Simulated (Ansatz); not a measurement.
Compare A (`C[SiH2]C(C)=S`) with its isomer B (`C=CC([SiH3])S`).

Gas-phase electronic energies from Ansatz, PBE0-D4/def2-TZVP geometries. CCSD(T)/CBS adds triple-zeta CCSD(T) − MP2 to the extrapolated MP2 energy (def2 sets, frozen cores). Functionals use def2-TZVPP. B3LYP here is the variant with VWN-RPA as its local correlation; programs differ in this. Each species was taken in one conformer, which may not be the lowest.

(1) Which isomer does CCSD(T)/CBS put lower? Give the gap. (Best estimate.)

(2) Give E(B) − E(A) in kcal/mol with CCSD(T)/def2-SVP, CCSD/def2-TZVPP, BLYP-D4, r2SCAN-D4, LDA (SPW92), B3LYP, ωB97M-V. (An estimate is asked.)

(3) Does the order hold for the free energy at 298.15 K (harmonic terms from PBE0-D4)? (An estimate is asked.)

Largest T1 diagnostic: 0.014.

## Answers

(1) The calculation gave: A, by 13.8 kcal/mol.

(2) Ansatz gave: CCSD(T)/def2-SVP 12.9, CCSD/def2-TZVPP 12.9, BLYP-D4 14.5, r2SCAN-D4 15.3, LDA (SPW92) 14.2, B3LYP 14.4, ωB97M-V 13.8. None reverses the order clearly.

(3) The calculation gave: Yes: G(B) − G(A) = +12.6 kcal/mol, for one conformer each. Modes under 60 cm⁻¹, often nearly free rotors, make the harmonic entropy too high.

Leaving LDA and LC-ωPBE aside and taking each functional with its dispersion term where it has one, the values, not all of them listed here, spread over 2.6 kcal/mol, from BHLYP-D4 to B97M-V. LDA lies −1.0 kcal/mol from PBE without D4. From PBE to PBE0 (25 % exact exchange), in def2-TZVPP and without D4, E(B) − E(A) moves by −0.9 kcal/mol.
